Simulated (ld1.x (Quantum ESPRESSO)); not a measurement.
What one change does to a pseudopotential (Hf (Z = 72), TM semilocal)

hafnium (Hf), norm-conserving Troullier–Martins (semilocal form), made with ld1.x (Quantum ESPRESSO) 7.5 (PBE, scalar-relativistic). Core [Kr] 4d10 4f14 5s2, reference 5p6 5d2 6s2 6p0. Waves: 6s (bound): rc 2.20 bohr; 5p (bound): rc 1.20 bohr; 5d (bound): rc 2.15 bohr. Local part: the d channel. Core correction: none.

All-electron outer shells of the reference configuration (PBE, scalar-relativistic, ld1.x):

| shell | level (eV) | outermost node (bohr) | outermost maximum (bohr) |
| --- | --- | --- | --- |
| 5s | -67.02 | 0.55 | 1.01 |
| 5p | -35.57 | 0.60 | 1.16 |
| 4f | -16.83 | – | 0.45 |
| 6s | -5.11 | 1.37 | 2.89 |
| 5d | -2.69 | 0.67 | 1.69 |
| 6p | -1.40 | 1.66 | 4.05 |

Change: all radii scaled by about 0.84 (s 1.84, p 1.00, d 1.80 bohr).

Cutoffs: the cutoffs (Ry, on a coarse ladder) from which the occupation-weighted sum of valence levels, in a spherical-Bessel basis at the reference potential, stays within 10 and 1 mRy of its value at 400 Ry; they do not see the model core or the augmentation charge, which bear on the density cutoff. Errors are all-electron minus pseudo energies relative to the spin-unpolarised reference configuration.

Problem. Predict the effect on cutoff, ghosts and configuration errors.

Solution. The s channel binds one level more than in the base; of the 7 tests that both files solve, the error grows in 7 and shrinks in 0 by more than 15 % and 0.3 meV (median size 9.0 → 37.2 meV); neither file shows a bound ghost at the reference potential, the only one tested. That the errors move this way runs against the usual rule that smaller radii transfer better. A semilocal file is local in each channel, so a ghost entry of none says nothing of the separable form that plane-wave codes build from it.

```csv
quantity,base,changed
"cutoff, loose",100 Ry,200 Ry
"cutoff, tight",120 Ry,over 300 Ry
loose cutoff by channel (10 mRy a level),"s 12 Ry, p 45 Ry, d 21 Ry","s 25 Ry, p 110 Ry, d 21 Ry"
bound ghosts,none,none
"error for 5p6 5d2 6s1 6p0, meV [ΔE 7.98 eV]",+0.8,+19
"error for 5p6 5d2 6s0 6p0, meV [ΔE 22.16 eV]",+22,+83
"error for 5p6 5d1 6s0 6p0, meV [ΔE 43.95 eV]",+67,+96
"error for 5p6 5d3 6s1 6p0, meV [ΔE 2.59 eV]",-9.0,+37
"error for 5p6 5d2.5 6s1.5 6p0, meV [ΔE 1.26 eV]",-3.2,+15
"error for 5p6 5d2 6s1 6p1, meV [ΔE 3.83 eV]",+8.8,+30
"error for 5p6 5d1 6s2 6p0, meV [ΔE 6.50 eV]",+16,+220
```

Changed file: These tests converged, but a pseudo level misses the all-electron one widely, so the file describes the atom poorly there or has found another state: 5p6 5d1 6s0 6p0: empty 6s by 3.0 eV (a node warning on the way).
